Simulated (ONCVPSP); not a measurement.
## Os: excitation energies, all-electron against ONCV

* Element: osmium
* Generator: ONCVPSP 4.0.1
* Type: optimised norm-conserving Vanderbilt (ONCV)
* Functional: PBE
* Relativity: fully relativistic
* Frozen core: [Kr] 4d10 4f14
* Valence charge: 16
* Reference configuration: 5s2 5p6 5d6 6s1 (charge +1)
* Partial waves: 5s+6s: rc 2.30 bohr, ncon 4, nbas 7, qcut 7.3 1/bohr, 2 projectors; 5p: rc 2.04 bohr, ncon 3, nbas 8, qcut 6.8 1/bohr, 1 projector; 5d: rc 3.22 bohr, ncon 4, nbas 8, qcut 7.8 1/bohr, 2 projectors, debl 2.9 Ha
* Local potential: polynomial inside 1.38 bohr (lpopt 5, dvloc0 1 Ha)
* Core correction: Teter function, fcfact 2, rcfact 1.45

Open shells are filled in proportion to 2j + 1.

Energies are relative to the spin-unpolarised reference configuration 5s2 5p6 5d6 6s1; without spin polarisation the order of configurations can differ from experiment.

**Question.** Give the all-electron excitation energy and the error of the potential for: 5s2 5p6 5d6 6s2; 5s2 5p6 5d6 6s0; 5s2 5p6 5d5 6s0; 5s2 5p5 5d6 6s2.

**Answer.**

| valence configuration | charge | ΔE all-electron (eV) | error AE − PS (meV) |
| --- | --- | --- | --- |
| 5s2 5p6 5d6 6s2 | 0 | -9.585 | -2.0 |
| 5s2 5p6 5d6 6s0 | +2 | 16.919 | -6.6 |
| 5s2 5p6 5d5 6s0 | +3 | 45.758 | +16 |
| 5s2 5p5 5d6 6s2 | +1 | 48.094 | -144 |

Levels in the configuration 5s2 5p5 5d6 6s2:

```csv
level,all-electron (eV),pseudo (eV)
5s j=1/2,-104.483,-105.081
5p j=3/2,-59.989,-60.298
5p j=1/2,-72.548,-72.875
5d j=5/2,-16.708,-16.671
5d j=3/2,-17.941,-17.884
6s j=1/2,-14.435,-14.459
```
